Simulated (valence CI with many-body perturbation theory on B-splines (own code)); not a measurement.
## Level structure of Sm³⁸⁺

Method: configuration interaction combined with many-body perturbation theory (CI+MBPT): six valence electrons over a frozen Dirac-Fock core [Ar], a basis of 7 s, 7 p, 8 d, 6 f, 4 g, 1 h functions for each j, with the one-electron correlation potential Σ1 (screened to all orders), the two-electron term Σ2, the three-electron term Σ3, Breit, model QED; selected single and double excitations, second order for the rest, scaled by the run's own slope (own B-spline code, finite nucleus).

The last digits are not significant, and no measured levels were compared; by estimate large intervals hold to a few tenths of a per cent, small ones and those within an open d or f shell to about a per cent. Core correlation moves these levels by up to 8300 cm⁻¹, and in measured spectra 5 to 20 % of such shifts remained as error; rates that hang on mixing are uncertain with them. Among the levels kept, up to 1000 cm⁻¹ of a level comes from second order outside the variational space, and about a tenth of that is noise between levels of different J, which matters for small intervals. Only levels of the ground parity were solved; by the run's estimate the other parity begins above the list, which can be wrong where configurations are misplaced.

Levels 1 to 34 of 34, with energies above the lowest level, (3d3/2^4 3d5/2^2) J=4. "Leading %" is the weight of the configuration and term that name the level; weights of strongly mixed levels are sums over their largest components and can fall short. In the jj column 3d3/2^4 stands for four electrons in 3d with j = 3/2. Lifetimes count E1, E2, E3, M1 and M2 decay at the calculated energies, and are blank where another channel may lead or the interval is too uncertain; long ones can be off by a factor of two.

| No. | Configuration | Term | J | E (cm⁻¹) | Leading % | Lifetime | Leading jj | Second component |
| --- | --- | --- | --- | --- | --- | --- | --- | --- |
| 1 | 3d⁶ | ⁵D | 4 | 0 | 43 |  | 3d3/2^4 3d5/2^2 (92 %) | 37 % 3d⁶ ³F |
| 2 | 3d⁶ | ³P | 2 | 46201 | 43 | 117 s | 3d3/2^4 3d5/2^2 (92 %) | 20 % 3d⁶ ⁵D |
| 3 | 3d⁶ | ³P | 0 | 136610 | 44 | 1.32 s | 3d3/2^4 3d5/2^2 (77 %) | 28 % 3d⁶ ¹S |
| 4 | 3d⁶ | ⁵D | 3 | 190830 | 73 | 5.12 μs | 3d3/2^3 3d5/2^3 (93 %) | 18 % 3d⁶ ³F |
| 5 | 3d⁶ | ⁵D | 4 | 213490 | 38 | 4.90 μs | 3d3/2^3 3d5/2^3 (91 %) | 23 % 3d⁶ ³H |
| 6 | 3d⁶ | ⁵D | 1 | 219730 | 57 | 5.13 μs | 3d3/2^3 3d5/2^3 (93 %) | 29 % 3d⁶ ³P |
| 7 | 3d⁶ | ³G | 5 | 262180 | 59 | 22.6 μs | 3d3/2^3 3d5/2^3 (100 %) | 41 % 3d⁶ ³H |
| 8 | 3d⁶ | ³H | 6 | 262570 | 71 | 1.39 s | 3d3/2^3 3d5/2^3 (98 %) | 29 % 3d⁶ ¹I |
| 9 | 3d⁶ | ³F | 2 | 300060 | 50 | 6.59 μs | 3d3/2^3 3d5/2^3 (91 %) | 26 % 3d⁶ ¹D |
| 10 | 3d⁶ | ³G | 3 | 307170 | 30 | 7.72 μs | 3d3/2^3 3d5/2^3 (95 %) | 28 % 3d⁶ ³F |
| 11 | 3d⁶ | ³D | 2 | 377610 | 36 | 8.14 μs | 3d3/2^3 3d5/2^3 (67 %) | 23 % 3d⁶ ⁵D |
| 12 | 3d⁶ | ³P | 0 | 379170 | 82 | 24.1 μs | 3d3/2^3 3d5/2^3 (71 %) | 12 % 3d⁶ ¹S |
| 13 | 3d⁶ | ³G | 4 | 384920 | 39 | 53.4 μs | 3d3/2^3 3d5/2^3 (87 %) | 35 % 3d⁶ ¹G |
| 14 | 3d⁶ | ³P | 1 | 389330 | 48 | 8.00 μs | 3d3/2^3 3d5/2^3 (90 %) | 45 % 3d⁶ ³D |
| 15 | 3d⁶ | ³F | 3 | 412720 | 52 | 11.0 μs | 3d3/2^3 3d5/2^3 (98 %) | 38 % 3d⁶ ¹F |
| 16 | 3d⁶ | ⁵D | 2 | 431650 | 42 | 2.20 μs | 3d3/2^2 3d5/2^4 (83 %) | 39 % 3d⁶ ³P |
| 17 | 3d⁶ | ⁵D | 0 | 451690 | 55 | 1.75 μs | 3d3/2^2 3d5/2^4 (89 %) | 44 % 3d⁶ ¹S |
| 18 | 3d⁶ | ³H | 4 | 470540 | 40 | 2.22 μs | 3d3/2^2 3d5/2^4 (96 %) | 40 % 3d⁶ ³F |
| 19 | 3d⁶ | ³H | 5 | 495190 | 59 | 4.27 μs | 3d3/2^2 3d5/2^4 (100 %) | 41 % 3d⁶ ³G |
| 20 | 3d⁶ | ³D | 3 | 496520 | 31 | 2.49 μs | 3d3/2^2 3d5/2^4 (86 %) | 21 % 3d⁶ ⁵D |
| 21 | 3d⁶ | ¹I | 6 | 519850 | 71 | 6.43 μs | 3d3/2^2 3d5/2^4 (98 %) | 29 % 3d⁶ ³H |
| 22 | 3d⁶ | ³G | 3 | 532540 | 48 | 3.74 μs | 3d3/2^2 3d5/2^4 (96 %) | 39 % 3d⁶ ³F |
| 23 | 3d⁶ | ³P | 1 | 563300 | 56 | 3.14 μs | 3d3/2^2 3d5/2^4 (88 %) | 42 % 3d⁶ ³D |
| 24 | 3d⁶ | ¹G | 4 | 574000 | 57 | 4.38 μs | 3d3/2^2 3d5/2^4 (88 %) | 22 % 3d⁶ ³F |
| 25 | 3d⁶ | ¹D | 2 | 577440 | 34 | 3.51 μs | 3d3/2^2 3d5/2^4 (88 %) | 32 % 3d⁶ ³F |
| 26 | 3d⁶ | ³F | 2 | 646340 | 74 | 2.33 μs | 3d3/2^2 3d5/2^4 (95 %) | 13 % 3d⁶ ³P |
| 27 | 3d⁶ | ³F | 4 | 668210 | 64 | 3.20 μs | 3d3/2^2 3d5/2^4 (91 %) | 25 % 3d⁶ ¹G |
| 28 | 3d⁶ | ³P | 1 | 700360 | 67 | 951 ns | 3d3/2 3d5/2^5 (96 %) | 33 % 3d⁶ ⁵D |
| 29 | 3d⁶ | ¹G | 4 | 788850 | 50 | 1.41 μs | 3d3/2 3d5/2^5 (87 %) | 19 % 3d⁶ ³F |
| 30 | 3d⁶ | ¹D | 2 | 794480 | 85 | 3.22 μs | 3d3/2^2 3d5/2^4 (93 %) | 7 % 3d⁶ ³P |
| 31 | 3d⁶ | ³P | 2 | 823010 | 41 | 1.49 μs | 3d3/2 3d5/2^5 (91 %) | 26 % 3d⁶ ¹D |
| 32 | 3d⁶ | ³F | 3 | 833820 | 42 | 1.65 μs | 3d3/2 3d5/2^5 (94 %) | 27 % 3d⁶ ¹F |
| 33 | 3d⁶ | ¹S | 0 | 870500 | 65 | 1.85 μs | 3d3/2^2 3d5/2^4 (67 %) | 30 % 3d⁶ ³P |
| 34 | 3d⁶ | ¹S | 0 | 1041800 | 50 | 723 ns | 3d5/2^6 (71 %) | 43 % 3d⁶ ³P |

The ionisation energy to 3d⁵ ⁴P5/2 of the next ion comes out as 2781.4 eV (NIST: 2782 ± 4 eV (theoretical)). All 34 levels together are meant to be complete up to 1083200 cm⁻¹.
